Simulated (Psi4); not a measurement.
C$_{2}$H$_{3}$Br$_{2}$Ga, singlet, at a GFN2-xTB geometry (such geometries of metal compounds can be far from the true shape); PBE0/pcseg-3 (Psi4).

Here is a job for Psi4.
```
memory 2 GB

molecule mol {
0 1
  Ga    0.065890   -0.278949   -0.308863
  Br    1.538056    1.472542   -0.593207
  Br   -1.379690   -0.172304    1.484014
  C    -0.028302   -1.890082   -1.532985
  C    -0.911823   -2.843237   -1.281118
  H     0.650255   -1.946618   -2.379931
  H    -1.003951   -3.723972   -1.902375
  H    -1.590959   -2.790430   -0.436580
}

set basis pcseg-3
set reference rks

energy('pbe0')
print_variables()
```

Question: Write the output that Psi4 gives for this input, abridged.

Answer: 
```
   => Loading Basis Set <=

    Name: PCSEG-3
    Role: ORBITAL
    Keyword: BASIS

         ---------------------------------------------------------
                                   SCF
               by Justin Turney, Rob Parrish, Andy Simmonett
                          and Daniel G. A. Smith
                              RKS Reference
         ---------------------------------------------------------

  ==> Geometry <==

    Molecular point group: c1
    Full point group: C1

    Geometry (in Angstrom), charge = 0, multiplicity = 1:

       Center              X                  Y                   Z               Mass
    ------------   -----------------  -----------------  -----------------  -----------------
         GA           0.050924164076    -0.350106847722    -0.350186840296    68.925573500000
         BR           1.523090164076     1.401384152278    -0.634530840296    78.918337600000
         BR          -1.394655835924    -0.243461847722     1.442690159704    78.918337600000
         C           -0.043267835924    -1.961239847722    -1.574308840296    12.000000000000
         C           -0.926788835924    -2.914394847722    -1.322441840296    12.000000000000
         H            0.635289164076    -2.017775847722    -2.421254840296     1.007825032230
         H           -1.018916835924    -3.795129847722    -1.943698840296     1.007825032230
         H           -1.605924835924    -2.861587847722    -0.477903840296     1.007825032230

  Running in c1 symmetry.

  Rotational constants: A =      0.05443  B =      0.02595  C =      0.01757 [cm^-1]
  Rotational constants: A =   1631.76510  B =    777.92762  C =    526.78714 [MHz]
  Nuclear repulsion =  923.359385668399682

  Charge       = 0
  Multiplicity = 1
  Electrons    = 116
  Nalpha       = 58
  Nbeta        = 58

  ==> Algorithm <==

  SCF Algorithm Type is DF.
  DIIS enabled.
  MOM disabled.
  Fractional occupation disabled.
  Guess Type is SAD.
  Energy threshold   = 1.00e-06
  Density threshold  = 1.00e-06
  Integral threshold = 1.00e-12

  ==> Primary Basis <==

  Basis Set: PCSEG-3
    Blend: PCSEG-3
    Number of shells: 125
    Number of basis functions: 423
    Number of Cartesian functions: 518
    Spherical Harmonics?: true
    Max angular momentum: 4

  ==> DFT Potential <==

   => LibXC <=

    Version 7.1.2
    S. Lehtola, C. Steigemann, M. J. T. Oliveira, and M. A. L. Marques,  SoftwareX 7, 1–5 (2018) (10.1016/j.softx.2017.11.002)

[...]
   @DF-RKS iter   7: -7150.51395325510293   -1.38584e-02   3.27985e-04 DIIS/ADIIS
   @DF-RKS iter   8: -7150.52238649214087   -8.43324e-03   8.54162e-05 DIIS
   @DF-RKS iter   9: -7150.52299309285627   -6.06601e-04   2.15960e-05 DIIS
   @DF-RKS iter  10: -7150.52302426058486   -3.11677e-05   4.64799e-06 DIIS
   @DF-RKS iter  11: -7150.52302606716330   -1.80658e-06   8.88149e-07 DIIS
   @DF-RKS iter  12: -7150.52302613161373   -6.44504e-08   3.09993e-07 DIIS
  Energy and wave function converged.

  ==> Post-Iterations <==

   Electrons on quadrature grid:
      Ntotal   =  116.0000250996 ; deviation = 2.510e-05

    Orbital Energies [Eh]
    ---------------------

    Doubly Occupied:

[...]
      58A     -0.307408

    Virtual:

[...]
    Final Occupation by Irrep:
              A
    DOCC [    58 ]
    NA   [    58 ]
    NB   [    58 ]

  @DF-RKS Final Energy: -7150.52302613161373

   => Energetics <=

    Nuclear Repulsion Energy =            923.3593856683996819
    One-Electron Energy =              -11799.8915068806418276
    Two-Electron Energy =                3928.8978640212208120
    DFT Exchange-Correlation Energy =    -202.8887689405932235
    Empirical Dispersion Energy =           0.0000000000000000
    VV10 Nonlocal Energy =                  0.0000000000000000
    Total Energy =                      -7150.5230261316137330

Computation Completed

Properties will be evaluated at   0.000000,   0.000000,   0.000000 [a0]

Properties computed using the SCF density matrix

 Multipole Moments:

 ------------------------------------------------------------------------------------
     Multipole            Electronic (a.u.)      Nuclear  (a.u.)        Total (a.u.)
 ------------------------------------------------------------------------------------

 L = 1.  Multiply by 2.5417464519 to convert [e a0] to [Debye]
 Dipole X            :          3.1927118           -3.2806439           -0.0879321
 Dipole Y            :         14.7729022          -15.5984294           -0.8255271
 Dipole Z            :          8.4780966           -9.0585486           -0.5804520
 Magnitude           :                                                    1.0129914

 ------------------------------------------------------------------------------------

  Variable Map:
  ----------------------------------------------------------------------------
[...]
  Array Variable Map:
  ----------------------------------------------------------------------------
[...]
[...]
```
